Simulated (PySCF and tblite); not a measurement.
Results of a calculation; reference values are marked as such.
## Conformer ensemble of C₅H₉FO, numbered as in [F:1][C@H:2]1[CH2:3][CH2:4][CH2:5][CH2:6][O:7]1

Free energies: PBE0-D3(BJ)/def2-TZVP on PBE0-D3(BJ)/def2-SVP structures plus GFN2-xTB thermal terms, symmetry and mirror images included. Conformers within 4 kcal/mol (GFN2-xTB free energy) were kept, 5 at most. GIAO shieldings: PBE0/pcSseg-1. Shifts are against TMS (¹H), TMS (¹³C), CFCl3 (¹⁹F) at the same level; of two unlike H on one atom, a is the less shielded. (PySCF 2.14, tblite 0.8.)

The 6-ring runs over atoms 2–3–4–5–6–7.

```
conformer                                                          shape  symmetry  E(GFN2) kcal/mol  E(DFT) kcal/mol  G(298.15 K) kcal/mol  weight %  dipole D
        1                                        6-ring chair (F1 axial)        C1              0.00             0.00                  0.00      97.0      1.97
        2                     6-ring chair (all substituents equatorial)        C1              3.74             2.29                  2.12       2.7      3.01
        3    6-ring twist-boat (ring torsions -61, 29, 32, -69, 35, 29°)        C1              3.70             3.98                  3.79       0.2      2.44
        4    6-ring twist-boat (ring torsions 26, 29, -60, 29, 31, -61°)        C1              4.18             4.28                  3.99       0.1      2.31
        5  6-ring twist-boat (ring torsions -30, 62, -35, -26, 61, -29°)        C1              3.92             4.79                  4.45       0.1      1.91
```

Weights (%) against temperature:

```
 T (K)     1    2    3    4    5  S(mix) cal/mol/K
   180  99.7  0.2  0.0  0.0  0.0              0.04
   230  99.0  0.9  0.0  0.0  0.0              0.11
298.15  97.0  2.7  0.2  0.1  0.1              0.30
   330  95.6  3.8  0.3  0.2  0.1              0.41
   400  91.7  6.5  0.8  0.7  0.4              0.69
```

Averaged shifts at 298.15 K. ¹H: 5.42 (H2, 1H), 3.98 (H6a, 1H), 3.56 (H6b, 1H), 1.83 (H4a, 1H), 1.58 (H3a, 1H), 1.58 (H5a, 1H), 1.42 (H4b, 1H), 1.39 (H3b, 1H), 1.23 (H5b, 1H) ppm. ¹³C: 107.2 (C2), 61.6 (C6), 31.9 (C3), 27.0 (C5), 19.4 (C4) ppm. ¹⁹F: -159.7 (F1) ppm.

Coordinates of conformer 1 (Å):

```xyz
16

F     1.194    1.767    0.595
C     1.094    0.933   -0.505
C     1.273   -0.498   -0.030
C     0.085   -0.934    0.819
C    -1.212   -0.653    0.067
C    -1.250    0.797   -0.380
O    -0.104    1.146   -1.141
H     1.879    1.237   -1.216
H     1.358   -1.135   -0.926
H     2.222   -0.576    0.521
H     0.168   -2.000    1.083
H     0.093   -0.369    1.766
H    -1.278   -1.305   -0.821
H    -2.092   -0.868    0.694
H    -2.112    0.998   -1.032
H    -1.326    1.467    0.495
```

Unscaled ¹⁹F shifts at such levels can be off by tens of ppm; differences between conformers or isomers are more reliable. Shifts are unscaled: against experiment ¹³C can be off by 15 ppm or more and ¹H by 0.8 ppm.
